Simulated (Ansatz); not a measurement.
Two isomers of C3H10BN: A = `CB(C)CN`, B = `CCB(C)N`.

Program: Ansatz. Geometries: PBE0-D4/def2-TZVP. ΔE: electronic, gas phase. CCSD(T)/CBS adds triple-zeta CCSD(T) − MP2 to the extrapolated MP2 energy (def2 sets, frozen cores). Functionals use def2-TZVPP. B3LYP here is the variant with VWN-RPA as its local correlation; programs differ in this. One conformer a species, not always the lowest.

Task: Which is lower in electronic energy at CCSD(T)/CBS, and by how much? (An estimate is asked.)

Result: The calculation gave: B, by 160.7 kJ/mol.

Task: Give E(B) − E(A) in kJ/mol with B3LYP-D4, PBE0-D4, PBE-D4, BLYP-D4, B3LYP, HF/def2-TZVPP, CCSD(T)/def2-SVP. (An estimate is asked.)

Result: Computed: B3LYP-D4 -159.1, PBE0-D4 -156.8, PBE-D4 -155.3, BLYP-D4 -157.6, B3LYP -158.9, HF/def2-TZVPP -158.9, CCSD(T)/def2-SVP -173.7. None reverses the order clearly.

Task: Does the order hold for the free energy at 298.15 K (harmonic terms from PBE0-D4)? (An estimate is asked.)

Result: Computed: Yes: G(B) − G(A) = -151.5 kJ/mol, for one conformer each. Modes under 60 cm⁻¹, often nearly free rotors, make the harmonic entropy too high.

Largest T1 diagnostic: 0.010.

In def2-TZVPP, CCSD(T) changes the Hartree–Fock value by −3.1 kJ/mol (the triples alone add −0.7 kJ/mol) and MP2 by −6.6 kJ/mol. From BLYP to BHLYP (50 % exact exchange), in def2-TZVPP and without D4, E(B) − E(A) moves by −3.1 kJ/mol.
